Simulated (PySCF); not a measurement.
Si(OAc)2(OH)(OMe), C5H10O6Si, SMILES C(=O)(O[Si](OC(=O)C)(O)OC)C, GFN2-xTB optimised geometry.

```
22

C     -2.44     1.38    -1.06
O     -2.28     0.46     0.00
Si    -1.58    -0.98     0.00
O     -2.04    -1.66     1.38
O     -2.08    -1.78    -1.35
C     -1.42    -2.71    -2.06
C     -2.02    -2.90    -3.42
O     -0.46    -3.29    -1.64
O      0.08    -0.98     0.00
C      0.82    -0.74    -1.09
C      2.21    -1.28    -0.95
O      0.38    -0.18    -2.05
H     -2.61     2.36    -0.62
H     -1.55     1.41    -1.70
H     -3.30     1.10    -1.67
H     -1.44    -2.24     1.85
H     -1.74    -2.04    -4.03
H     -1.62    -3.80    -3.88
H     -3.10    -2.94    -3.35
H      2.15    -2.36    -1.06
H      2.61    -1.06     0.03
H      2.85    -0.87    -1.73
```

Density from B3LYP/def2-SVP run with PySCF at that geometry.

Minimum of the electron density along straight lines between bonded atoms, close to the bond critical point (lines longer than 1.1 times the sum of covalent radii, or with two minima, are not listed):

| bond | length / Å | ρ at the minimum / e bohr⁻³ | ∇²ρ there / e bohr⁻⁵ | position (fraction from the first atom) |
|---|---|---|---|---|
| C1–O2 | 1.414 | ? | ? | 0.34 |
| O2–Si3 | 1.601 | 0.139 | 1.18 | 0.59 |
| Si3–O4 | 1.605 | 0.139 | 1.18 | 0.41 |
| Si3–O5 | 1.656 | 0.120 | 0.94 | 0.41 |
| O5–C6 | 1.338 | 0.298 | -0.29 | 0.67 |
| C6–C7 | 1.500 | 0.264 | -0.66 | 0.53 |
| C6–O8 | 1.200 | 0.423 | 0.34 | 0.33 |
| Si3–O9 | 1.661 | 0.120 | 0.94 | 0.41 |
| O9–C10 | 1.338 | 0.300 | -0.31 | 0.67 |
| C10–C11 | 1.496 | 0.265 | -0.66 | 0.53 |
| C10–O12 | 1.202 | 0.422 | ? | 0.33 |
| C1–H13 | 1.090 | 0.285 | -1.10 | 0.64 |
| C1–H14 | 1.090 | 0.286 | -1.12 | 0.64 |
| C1–H15 | 1.091 | 0.284 | -1.09 | 0.64 |
| O4–H16 | 0.954 | 0.353 | -2.44 | 0.82 |
| C7–H17 | 1.089 | 0.275 | -1.01 | 0.63 |
| C7–H18 | 1.086 | 0.280 | -1.06 | 0.64 |
| C7–H19 | 1.086 | 0.278 | -1.03 | 0.63 |
| C11–H20 | 1.089 | 0.275 | -1.03 | 0.64 |
| C11–H21 | 1.086 | 0.278 | -1.03 | 0.63 |
| C11–H22 | 1.086 | 0.280 | -1.06 | 0.64 |

What belongs in the gaps?


- C1–O2, ρ at the minimum / e bohr⁻³: 0.243
- C1–O2, ∇²ρ there / e bohr⁻⁵: -0.26
- C10–O12, ∇²ρ there / e bohr⁻⁵: 0.32
